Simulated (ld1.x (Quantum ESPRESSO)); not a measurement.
## Plane-wave convergence, TM potential for hafnium

| Item | Value |
| --- | --- |
| Element | hafnium |
| Generator | ld1.x (Quantum ESPRESSO) 7.5 |
| Type | norm-conserving Troullier–Martins (Kleinman–Bylander form) |
| Functional | LDA (PZ) |
| Relativity | fully relativistic |
| Frozen core | [Xe] 4f14 |
| Valence charge | 4 |
| Reference configuration | 5d2 6s2 6p0 |
| Partial waves | 6s (bound): rc 2.50 bohr; 6p (bound, empty): rc 3.20 bohr; 5d (bound): rc 2.80 bohr |
| Local potential | the d channel |
| Core correction | Bessel-smoothed model core, default radius (core density twice the valence density) |

Open shells are filled in proportion to 2j + 1 (rel_dist='average').

The pseudo-atom Hamiltonian at the reference potential is diagonalised in spherical Bessel functions j_l(qr) that vanish at 20 bohr, with q² up to the cutoff. All-electron valence levels (Ry): 6s -0.3873, 6p1/2 -0.1302, 6p3/2 -0.1001, 5d3/2 -0.2319, 5d5/2 -0.1985.

Q: How do the lowest levels (Ry) of each channel move with the cutoff, and are there ghosts?

A:

```tsv
cutoff (Ry)	s #1	s #2	p1/2 #1	p1/2 #2	p3/2 #1	p3/2 #2	p3/2 #3	d3/2 #1	d5/2 #1	d5/2 #2	f #1	Σ f·Δε (mRy)
8	-1.2617	-0.3822	-0.1301	0.0430	-0.0999	0.0489	0.1726	-0.0902	-0.0902	0.0632	0.1050	252.4
12	-1.8781	-0.3865	-0.1301	0.0430	-0.1000	-0.0056	0.0503	-0.1696	-0.1696	0.0583	0.1050	85.0
15	-1.9807	-0.3870	-0.1301	0.0429	-0.1206	-0.0999	0.0493	-0.1924	-0.1924	0.0573	0.1050	38.5
21	-2.0226	-0.3871	-0.1301	0.0428	-0.1566	-0.1000	0.0492	-0.2104	-0.2104	0.0565	0.1050	2.3
25	-2.0227	-0.3872	-0.1301	0.0428	-0.1607	-0.1000	0.0492	-0.2111	-0.2111	0.0565	0.1050	0.5
35	-2.0241	-0.3873	-0.1301	0.0428	-0.1611	-0.1000	0.0492	-0.2113	-0.2113	0.0565	0.1050	0.1
400	-2.0242	-0.3873	-0.1301	0.0428	-0.1615	-0.1000	0.0492	-0.2113	-0.2113	0.0565	0.1050	0.0
```

Result: ghost states, extra bound levels that the all-electron valence spectrum of the same l lacks: s at -27.5 eV, p3/2 at -2.20 eV (a true bound ghost makes a file unfit for plane-wave use); 10 mRy is reached at 18 Ry and 1 mRy at 25 Ry.

Note: ghost states, extra bound levels that the all-electron valence spectrum of the same l lacks: s at -27.5 eV, p3/2 at -2.20 eV. A true bound ghost makes a file unfit for plane-wave use. The potential misses its own reference levels by up to 0.3 eV. 3 of 7 tests not solved or not reliable.
